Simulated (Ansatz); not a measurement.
BrClH2OSi, SMILES `O[SiH](Cl)Br`, relaxed with RKS PBE-D4/def2-SVP in Ansatz 0.2.0 from a rough embedded geometry. The force threshold is 0.03 eV/Å; the program also tests the step.

Total charge 0; spin multiplicity 1.

Start:

```xyz
6

O    -1.250   -0.387    0.271
Si    0.203    0.004   -0.373
Cl    1.546   -1.013    0.782
Br    0.548    2.094   -0.183
H    -1.300   -0.246    1.278
H     0.252   -0.452   -1.776
```

| step | energy (eV) | largest force (eV/Å) | largest move (Å) |
| --- | --- | --- | --- |
| 1 | -92491.5166 | 1.954 | 0.000 |
| 2 | -92491.7229 | 0.774 | 0.145 |
| 3 | -92491.7367 | 0.269 | 0.030 |
| 4 | -92491.7398 | 0.133 | 0.045 |
| 5 | -92491.7412 | 0.037 | 0.020 |
| 6 | -92491.7420 | 0.051 | 0.025 |
| 7 | -92491.7425 | 0.010 | 0.029 |

End:

```xyz
6

O    -1.284   -0.434    0.290
Si    0.210   -0.044   -0.316
Cl    1.718   -1.016    0.723
Br    0.601    2.153   -0.175
H    -1.458   -0.196    1.219
H     0.213   -0.464   -1.741
```

Run time 13 s (2 threads of a server CPU on a shared host); peak host memory 0.16 GiB.
